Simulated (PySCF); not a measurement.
Radial density of O⁻ (oxygen, charge -1)

M06-2X, [He] 2s2 2p5, 2P determinant. Calculation: PySCF 2.14, in aug-cc-pVDZ (4s3p2d, 23 functions); no relativity, point nucleus.

| r (bohr) | 4πr²ρ (e/bohr) | 4πr²(ρα − ρβ) |
| --- | --- | --- |
| 0.00418 | 0.06379 | 0.0000 |
| 0.00704 | 0.1732 | 0.0001 |
| 0.0118 | 0.4523 | 0.0002 |
| 0.0199 | 1.127 | 0.0006 |
| 0.0335 | 2.566 | 0.0014 |
| 0.0563 | 5.065 | 0.0036 |
| 0.0947 | 7.830 | 0.0110 |
| 0.159 | 8.182 | 0.0463 |
| 0.268 | 4.914 | 0.1794 |
| 0.451 | 3.128 | 0.4811 |
| 0.758 | 4.708 | 0.7819 |
| 1.28 | 3.836 | 0.5878 |
| 2.15 | 1.263 | 0.1518 |
| 3.61 | 0.2253 | -0.0002 |
| 6.07 | 0.02208 | -0.0032 |
| 10.2 | 1.682e-05 | 0.0000 |

The outer electron is barely bound at this level, so radii and moments hang on the diffuse functions.

Task: Where is the radial spin density 4πr²(ρα − ρβ) most negative, and why is it negative at all?

Result: Around r = 6.07 bohr, down to -0.0032 e/bohr: exchange with the open shell polarises the paired shells in an unrestricted calculation.
